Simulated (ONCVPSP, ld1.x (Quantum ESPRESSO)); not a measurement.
Potentials for phosphorus compared

Generated with ld1.x 7.5 (TM, RRKJ, ultrasoft, PAW), atompaw 4.2 or ONCVPSP 4.0.1. The cutoff is in Ry: for ld1.x and atompaw files where the sum of valence levels is converged to 10 mRy in a Bessel basis, for ONCV files where the hardest occupied wave has 1 mHa per electron of residual kinetic energy. The error is the largest all-electron minus pseudo excitation energy over each file’s own four to seven test configurations (ionisations up to +4, promotions, holes and added fractions of an electron), all of which were solved. The labels leave out finer settings (local radius, basis sizes, second energies), which also bear on the numbers. Spin-polarised tests are not counted. The rows are a selection from randomly drawn settings: files with unsolved tests, undetermined cutoffs or missed reference levels are left out.

A true bound ghost makes a file unfit for plane-wave use even where its test errors are small: the radial tests pick states by their node count and pass the ghost by.

| potential | cutoff (Ry) | largest error (meV) | bound ghosts |
| --- | --- | --- | --- |
| ONCV, PBEsol, scalar-relativistic, rc 0.90/0.95 (sp), local smoothed, core correction yes, reference 2s2 2p6 3s1 3p4, qcut 13.5/13.1, projectors 3/3 | 159 | +24 | none |
| TM, PBE, scalar-relativistic, rc 1.55/1.40 (sp), local s, core correction yes, reference 3s2 3p1.5 | 40 | +24 | none |
| PAW, BLYP, scalar-relativistic, rc 1.75/1.55 (sp), local smoothed, core correction yes, reference 3s2 3p3 | 10 | -40 | none |
| RRKJ, LDA (PZ), scalar-relativistic, rc 1.35/1.70/1.80 (spd), local d, core correction yes, reference 3s2 3p2 | 25 | +204 | none |
| TM, LDA (PZ), scalar-relativistic, rc 1.25/1.65/1.30 (spd), local d, core correction yes, reference 3s2 3p2 | 40 | +652 | s |
| ONCV, LDA (Perdew-Zunger), scalar-relativistic, rc 0.75/0.95/0.85 (spd), local smoothed, core correction no, reference 2s2 2p6 3s2 3p3, qcut 18.8/17.7/12.8, projectors 2/2/1 | 246 | +9.3 | none |
| TM, PW91, fully relativistic, rc 1.20/1.55 (sp), local smoothed, core correction yes, reference 3s2 3p3 | 45 | +816 | s |

Q: Fill in the row for P: ONCV, PBEsol, scalar-relativistic, rc 1.35/1.35/1.55 (spd), local p, core correction yes, reference 3s2 3p2.5, qcut 5.7/5.3/6.1, projectors 2/0/3.

A: cutoff 22 Ry, largest error -1.5 meV, bound ghosts: none.
